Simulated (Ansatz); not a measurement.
Born–Oppenheimer molecular dynamics of FH₆N₃Si (11 atoms, charge 0, multiplicity 1). It starts from a relaxed structure.

The calculation used RKS B3LYP-D4/STO-3G in Ansatz 0.2.0.

* ensemble: NVT, Langevin thermostat
* time step: 0.25 fs
* steps asked: 500
* set temperature: 500 K
* friction: 0.01 /fs
* seed: 829759

First frame:

```xyz
11
Properties=species:S:1:pos:R:3
Si -0.024 -0.063 -0.067
F 0.019 -0.049 1.565
N 1.644 -0.288 -0.568
H 2.346 -0.010 0.156
H 1.895 0.238 -1.435
N -0.685 1.369 -0.827
H -1.721 1.461 -0.719
H -0.278 2.271 -0.490
N -1.126 -1.342 -0.553
H -0.718 -2.296 -0.409
H -1.345 -1.292 -1.576
```

Task: What does the run give?

Result: The run went to its last step.

```json
{"steps done": "500", "time covered": "125 fs", "mean temperature over the second half": "416 K", "spread of the potential energy over the second half": "8.3 meV per atom", "mean potential energy of the second half above the start": "46.5 meV per atom"}
```

The mean temperature of the second half is 17 % below the set value. A run of 0.12 ps of so small a system gives no equilibrium averages. Limits of this set-up: minimal basis.

Task: What happens to the structure?

Result: The same pairs are bonded in the first frame and the last. Pairs count as bonded within 1.25 times the sum of covalent radii (0.12 Å more for H–H). This is one draw of velocities; another would differ in detail.

Task: How do temperature and energy run in time?

Result: 
```tsv
time (fs)	T (K)	potential energy less start (eV)
0	455	0.000
4	409	0.157
8	356	0.316
12	215	0.519
16	453	0.307
20	427	0.332
24	478	0.367
28	485	0.473
32	565	0.472
36	696	0.362
40	658	0.461
44	681	0.495
48	589	0.592
52	663	0.458
56	507	0.515
60	384	0.679
64	448	0.589
68	541	0.563
72	607	0.483
76	420	0.652
80	442	0.636
84	532	0.511
88	505	0.506
92	388	0.574
96	411	0.463
100	416	0.460
104	322	0.539
108	317	0.415
112	312	0.422
116	284	0.507
120	279	0.475
124	446	0.351
```

Time of the run: 14 min on 1 thread of Intel(R) Xeon(R) Platinum 8488C (Sapphire Rapids), with other jobs on the host, peak memory 0.12 GiB.
